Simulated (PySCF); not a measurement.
Al(Me)(F) (CH₃AlF), SMILES [CH3][Al+][F], charge +1. Heavy atoms are numbered as in [Al+:1]([CH3:2])[F:6]. Hydrogens are named by the atom that carries them.

Coordinates come from a ωB97X-D3(BJ)/def2-TZVP optimisation. The multiplicity is an assumed one; other spin states were not compared. The isomer is the one that the SMILES or the coordinates give; other isomers of the formula were not compared.

Computed with HF/pcSseg-2 in PySCF.

GIAO shieldings, no solvent; atoms alike by connectivity are averaged. δ = σ(ref) − σ: ¹³C against TMS (σ = 193.3 ppm); ¹H against TMS (σ = 31.98 ppm); ¹⁹F against CFCl3 (σ = 237.3 ppm), references at their B3LYP-D3(BJ)/def2-TZVP geometries, non-relativistic.

Computed chemical shifts:
| nucleus | atoms | count | δ (ppm) |
|---|---|---|---|
| ¹³C | C2 (CH3) | 1 | -13.3 |
| ¹H | H on C2 | 3 | 1.90 |
| ¹⁹F | F6 | 1 | -112.9 |
